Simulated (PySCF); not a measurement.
Species: C₆H₉NSi.
SMILES with atom numbers: `[SiH3:1][CH2:2][c:3]1[cH:4][cH:5][cH:6][cH:7][n:8]1`

NICS = −σ at a ghost point: NICS(0) at the centroid of the ring atoms, NICS(1) 1 Å to either side along the normal of their mean plane, zz for the tensor component along that normal. Level: GIAO PBE0/pcSseg-1 (PySCF, non-relativistic, gas phase) on the GFN2-xTB geometry, one conformer.

Ring bond lengths (Å), with Mayer bond orders in brackets: C3–C4 1.395 (1.32), C4–C5 1.381 (1.46), C5–C6 1.388 (1.41), C6–C7 1.385 (1.40), C7–N8 1.321 (1.50), N8–C3 1.329 (1.46).

Q: What do the NICS probes read (ppm)?

A: 
```tsv
ring	type	NICS(0)	NICS(1), two faces	NICS(1)zz, two faces	rms pucker (Å)	centre to ring atoms, mean (Å)
C3–C4–C5–C6–C7–N8	6-membered ring with N; formal bonds all aromatic	-7.0	-10.8 / -10.8	-26.9 / -27.3	0.00	1.37
```

Q: What can be read from them?

A: 
- C3–C4–C5–C6–C7–N8: mean NICS(1)zz -27.1 ppm, shielded, aromatic by this magnetic criterion (flat ring, no four-coordinate atom).

Q: And the bond-length index? HOMA takes Krygowski's 1993 parameters.

A: 
- C3–C4–C5–C6–C7–N8: HOMA 0.99; the largest term is that of C7–N8, α(R − Ropt)² = 0.02. The geometric and the magnetic index point the same way.

Q: What are the shieldings of the ring atoms and their hydrogens in the same run (means over atoms taken as equivalent)?

A: 
```
  atoms                          environment  σ isotropic (ppm)
     C3          substituted aromatic carbon               19.4
     C4                   aromatic CH carbon               60.6
     C5                   aromatic CH carbon               44.8
     C6                   aromatic CH carbon               62.8
     C7  aromatic CH next to a ring nitrogen               31.3
     N8               pyridine-type nitrogen              -85.0
H on C4                    aromatic hydrogen              24.43
H on C5                    aromatic hydrogen              23.89
H on C6                    aromatic hydrogen              24.60
H on C7                    aromatic hydrogen              22.91
```

The values belong to the conformer `[SiH3:1][CH2:2][c:3]1[cH:4][cH:5][cH:6][cH:7][n:8]1`: Si1–C2–C3–C4 -87°.
